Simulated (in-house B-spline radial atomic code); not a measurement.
A radial electron density 4πr²n(r) was computed for an atom or ion in its tabulated ground configuration with an all-electron radial atomic-structure program (B-spline basis); method: Dirac-Kohn-Sham LC-wPBE, spherical fractional occupations. Columns: r (bohr), 4πr²n(r) (electrons per bohr), bar.

```
 0.00048    3.952 #
  0.0006     5.58 ##
0.000749    7.814 ##
0.000935    10.87 ###
 0.00117    15.04 ####
 0.00146    20.53 ######
 0.00182    27.65 ########
 0.00227    36.72 ###########
 0.00284    48.06 ##############
 0.00354    61.22 ##################
 0.00442    75.97 ######################
 0.00552    91.09 ##########################
 0.00689    104.7 ##############################
  0.0086    114.5 #################################
  0.0107    118.5 ##################################
  0.0134    116.1 ##################################
  0.0167    109.6 ################################
  0.0209    104.8 ##############################
  0.0261    108.7 ################################
  0.0326    123.8 ####################################
  0.0407    143.1 ##########################################
  0.0508    151.7 ############################################
  0.0634    141.1 #########################################
  0.0791    123.4 ####################################
  0.0988      122 ###################################
   0.123    137.8 ########################################
   0.154    138.8 ########################################
   0.192    108.4 ###############################
    0.24    81.13 ########################
     0.3     86.6 #########################
   0.374    94.21 ###########################
   0.467     73.4 #####################
   0.583    43.27 #############
   0.728    28.08 ########
   0.909    23.23 #######
    1.13    17.81 #####
    1.42    10.94 ###
    1.77    5.968 ##
    2.21    2.977 #
    2.76    1.292 
    3.44   0.4474 
     4.3   0.1097 
    5.36   0.0173 
     6.7 0.001461 
    8.36 5.629e-05
```

Problem. Which atom or ion is it?
A. Tl+
B. Pb+
C. Hg+
D. Au+

Solution. A. The area under the curve, ∫4πr²n dr = ∫r·4πr²n d(ln r) on this logarithmic grid, is 80 electrons, which only this option has. The configuration is [Xe] 4f14 5d10 6s2.
